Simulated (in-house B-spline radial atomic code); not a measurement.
# RPA and G0W0 on TPSS: the silicon ion Si⁴⁺

Configuration [He] 2s2 2p6, mean-field start TPSS. Computed with an all-electron radial atomic-structure program (B-spline basis): all electrons, non-relativistic, point nucleus, each spin shell either full or empty, empty states to l = 9 with an (l + 1/2)⁻⁴ tail; G0W0 by contour deformation at full frequency.

Command:
```bash
python run_gw.py task.json out
```
Settings (radii: box in bohr, nucleus in fm):
```
Z                        14
electrons                10
configuration            [He] 2s2 2p6
hamiltonian              nr
method                   tpss,tpss
lmax                     9
spin_polarised           False
box_radius               11.96
intervals                47
```

Cost of the run: 0.6 s on 1 thread of Intel(R) Xeon(R) Platinum 8375C CPU @ 2.90GHz (shared host).

Energies (hartree):

| term | value |
| --- | --- |
| mean-field total | -285.61002 |
| Hartree-Fock functional on these orbitals | -285.17663 |
| direct second order | -0.67344 |
| second-order exchange | 0.23813 |
| SOSEX correction | 0.22146 |

(1) What is the RPA correlation energy, and what remains with SOSEX?

Quasi-particle levels (eV):

```tsv
level	occupied	mean field	Σx - vxc	Σc	QP weight	G0W0
2p	yes	-149.00	-19.79	?	?	?
2s	yes	-193.12	-26.75	5.41	0.945	-214.46
3s	no	-49.92	5.62	-0.59	0.996	-44.88
```

G0W0 = mean field + (Σx - vxc) + Σc, with Σc (partial-wave tail included) taken at the quasi-particle energy. Levels of low weight are left out.

(2) Where does G0W0 put 2p?

Results:

(1) RPA gives -0.60722 hartree (-1.65 eV per electron); RPA + SOSEX gives -0.38576, and the second-order doubles -0.43531 hartree (no singles). SOSEX takes back 36 % of the RPA value.

(2) At -166.55 eV, with Σc = 2.25 eV and a quasi-particle weight of 0.966. The tabulated removal energy is 166.767 ± 0.003 eV (NIST, measured); the calculation leaves out relativity, Breit and QED terms, and what these don't explain is the method's own error.
